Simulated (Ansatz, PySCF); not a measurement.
Process, species as SMILES: C[Si](C)(C)Br -> C[Si](C)Br + [CH3] (CH3) (the C-Si bond at the site shown breaks; other sites are not compared here)
Geometries: B3LYP-D3(BJ)/def2-TZVP minima from Ansatz (a first-principles code). Frequencies are from Ansatz or PySCF.

Wanted: bond dissociation energy (0 K, with B3LYP-D3(BJ) harmonic zero-point energies), in eV. Valence correlation only, unless marked. UHF or UKS for open shells. No spin-orbit coupling. The frozen core is the preceding noble-gas configuration, with the filled d and f shells of earlier blocks. No relativistic terms. CBS(X,Y): correlation extrapolated as X^-3; Hartree-Fock from the larger set. The bracket is a focal-point correction in the basis named.

```
level                                                              program  bond dissociation energy (eV)
----------------------------------------------------------  --------------  -----------------------------
SVWN5/def2-TZVPD                                                    Ansatz                            [?]
B3LYP-D3(BJ)/def2-TZVPD                                     Ansatz + dftd3                           3.73
B3LYP/def2-TZVPD                                                    Ansatz                           3.58
PBE0/STO-3G                                                         Ansatz                           4.94
PBE0/def2-TZVP                                                      Ansatz                           3.72
BHLYP-D4/def2-TZVPD                                         Ansatz + dftd4                           3.73
CAM-B3LYP/def2-TZVPD                                                Ansatz                           3.73
LC-wPBE-D4/def2-TZVPD                                       Ansatz + dftd4                            [?]
CCSD/def2-SVP                                                       Ansatz                           3.68
RI-MP2/CBS(def2-TZVPP,def2-QZVPP)+[CCSD(T)-MP2]/def2-TZVPP          Ansatz                            [?]
```

Some entries are withheld; supply them.


- SVWN5/def2-TZVPD, bond dissociation energy (eV): 4.39
- LC-wPBE-D4/def2-TZVPD, bond dissociation energy (eV): 3.88
- RI-MP2/CBS(def2-TZVPP,def2-QZVPP)+[CCSD(T)-MP2]/def2-TZVPP, bond dissociation energy (eV): 3.98
